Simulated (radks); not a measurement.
Values are calculated unless marked as measured or tabulated.
How relativity changes the ionisation of neutral promethium ([Xe] 4f5 6s2) to Pm+ ([Xe] 4f5 6s1). Spin-unpolarised spherical Kohn-Sham, BLYP, point nucleus unless stated (finite: rms radius 4.962 fm), a radial shooting solver on a logarithmic mesh with Libxc functionals. A level marked "c x" has the speed of light scaled by that factor and shares open shells by 2j + 1; other Dirac levels either fill j = l - 1/2 first or share by 2j + 1.

| level | E(Pm) (hartree) | E(Pm+) (hartree) | IE (eV) | HOMO | <r> HOMO (bohr) |
|---|---|---|---|---|---|
| non-rel. | -9658.3879 | -9658.1867 | 5.475 | 6s | 4.593 |
| scalar-rel. | -10021.3479 | -10021.1344 | 5.811 | 4f | 1.072 |
| scalar-rel., finite nucleus | -10020.7566 | -10020.5431 | 5.810 | 4f | 1.072 |
| Dirac, 2j+1 shares | -10027.9124 | -10027.6988 | 5.812 | 4f7/2 | 1.084 |
| Dirac, low j first | -10027.9614 | -10027.7481 | 5.805 | 4f5/2 | 1.066 |
| Dirac, 2j+1 shares, finite nucleus | -10027.3180 | -10027.1044 | 5.811 | 4f7/2 | 1.084 |
| Dirac, c x 1.5 | -9813.3877 | -9813.1817 | 5.606 | 6s1/2 | 4.497 |
| Dirac, c x 2 | -9743.9348 | -9743.7310 | 5.546 | 6s1/2 | 4.540 |
| Dirac, c x 5 | -9671.8062 | -9671.6046 | 5.486 | 6s1/2 | 4.585 |

NIST Atomic Spectra Database: 5.582 eV (measured). The relativistic part of the total energy of Pm is -368.9 hartree (Dirac, 2j+1 shares, finite nucleus), 3.8 % of the non-relativistic value. Spin polarisation and multiplet splitting of open shells are left out at every level.

Beside tabulated values, note that relativity, absent from the non-relativistic runs, is large for the heavy elements, and spin-unpolarised runs miss the spin-polarisation part of the exchange energy of open shells.
